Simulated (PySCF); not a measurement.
Ga(Me)2(SH) (C₂H₇GaS), SMILES [CH3][Ga]([CH3])[SH].

Geometry optimised at B3LYP-D3(BJ)/def2-SVP. The structure was generated by enumeration; whether it is a known compound was not checked. The values are those of a single conformer.

Level of theory: PySCF with IEF-PCM-PBE0/def2-SVP.

The values are the electrostatic part of the solvation free energy, E(continuum) − E(gas) at the gas-phase geometry, in a cavity of scaled van der Waals radii (PySCF's table); cavitation and dispersion terms are not included. A continuum can't describe solvent molecules that bind to the metal. In vacuum the orbital gap is 6.63 eV. The dipole moment in vacuum is 1.99 D.

Computed values in water (ε = 78.36), diethylether (ε = 4.24), acetone (ε = 20.49):
```
solvent           ε  ΔG(elec) (kcal/mol)  dipole (D)  gap (eV)
------------  -----  -------------------  ----------  --------
water         78.36                 -3.8        2.70      7.03
diethylether   4.24                 -2.5        2.46      6.90
acetone       20.49                 -3.6        2.65      7.01
```
